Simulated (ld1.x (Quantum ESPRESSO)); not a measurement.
**Ranking ultrasoft potentials for chlorine (Cl)**

All share these settings but for the change named:

ld1.x (Quantum ESPRESSO) 7.5 input, shortened:

```
&input
   title='Cl', zed=17., rel=0, dft='PBE', iswitch=3,
   config='[Ne] 3s2 3p5 3d-2'
 /
 &inputp
   pseudotype=3, tm=.true., lloc=-2, rcloc=1.70,
   nlcc=.false.,
   which_augfun='PSQ', rmatch_augfun=1.05
 /
6
3S  1  0   2.00   0.00  1.25  1.50  0.0
3S  1  0   0.00  -1.20  1.25  1.50  0.0
3P  2  1   5.00   0.00  1.10  1.40  0.0
3P  2  1   0.00   0.10  1.10  1.40  0.0
3D  3  2  -2.00  -0.10  1.35  1.75  0.0
3D  3  2  -2.00   2.25  1.35  1.75  0.0
 &test
   configts(1)='3s2 3p5'
 /
```

Cutoff: the first of the cutoffs (Ry, on a coarse ladder) from which the occupation-weighted sum of valence levels, in a spherical-Bessel basis at the reference potential, stays within 10 and 1 mRy of its value at 400 Ry; the density cutoff is not measured.

The base gives 25 Ry.

Of 6 variants that were run, those that failed, showed a ghost or another fault, or gave nearly equal values are left out.

A variant can come out equal or close to the base.

Task: Rank these variants from softest to hardest (loose cutoff).
A. waves 3p (bound): rcut 1.10, rcutus 1.36 bohr; 3p channel at 0.1 Ry: rcut 1.10, rcutus 1.36 bohr
B. waves 3p (bound): rcut 0.96, rcutus 1.02 bohr; 3p channel at 0.1 Ry: rcut 0.96, rcutus 1.02 bohr
C. waves 3p (bound): rcut 1.10, rcutus 2.02 bohr; 3p channel at 0.1 Ry: rcut 1.10, rcutus 2.02 bohr

Result: C (18 Ry), A (25 Ry), B (50 Ry).
